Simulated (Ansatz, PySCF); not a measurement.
Molecule: 4-selanylbutan-1-ol, C₄H₁₀OSe, charge 0, multiplicity 1. SMILES: C(C[SeH])CCO
Geometry: optimised at B3LYP-D3(BJ)/def2-TZVP (Ansatz, a first-principles code).

Quantity: atomisation energy, in kcal/mol. Conventions: UHF or UKS for open shells; 6-31G* and kin with 6d, 5d where marked; non-relativistic; dispersion terms only where a functional's name holds one; LANL2DZ with its own core potentials from Na on; no spin-orbit coupling; atomisation electronic, to ground-state atoms; frozen cores in correlated levels (noble-gas shells and the d and f shells of earlier blocks). First-principles rows: single points at B3LYP-D3(BJ) geometries (Ansatz).

| level | program | atomisation energy (kcal/mol) |
|---|---|---|
| HF/STO-3G | Ansatz | 1285.8 |
| HF/3-21G | Ansatz | 991.2 |
| HF/6-31G* with LANL2DZ past Ar | Ansatz | 1028.2 |
| PBE/STO-3G | Ansatz | 1729.7 |
| PBE/3-21G | Ansatz | 1447.1 |
| PBE/def2-SVP | Ansatz | 1469.6 |
| BP86/def2-SVP | PySCF | 1481.1 |
| BP86/6-31G* with LANL2DZ past Ar (5d) | PySCF | 1463.3 |
| B3LYP/3-21G | Ansatz | 1400.0 |
| B3LYP/LANL2DZ | Ansatz | 1370.5 |
| B3LYP/6-31G* | Ansatz | 1422.0 |
| B3LYP/def2-SVP | Ansatz | 1432.3 |
| MP2/3-21G | Ansatz | 1223.8 |
| MP2/6-31G* with LANL2DZ past Ar | Ansatz | 1300.8 |
| B3LYP-D3(BJ)/def2-TZVPD | Ansatz + dftd3 | 1436.7 |

No value to compare with is used here. The 14 habitual levels span 991.2 (HF/3-21G) to 1729.7 kcal/mol (PBE/STO-3G); B3LYP-D3(BJ)/def2-TZVPD gives 1436.7.

The levels are drawn from those run, B3LYP/6-31G* more often than the rest, none by its result; left out are runs that failed, that the program found above a lower state of the same kind, or whose <S^2> lies over 0.5 above the pure value.
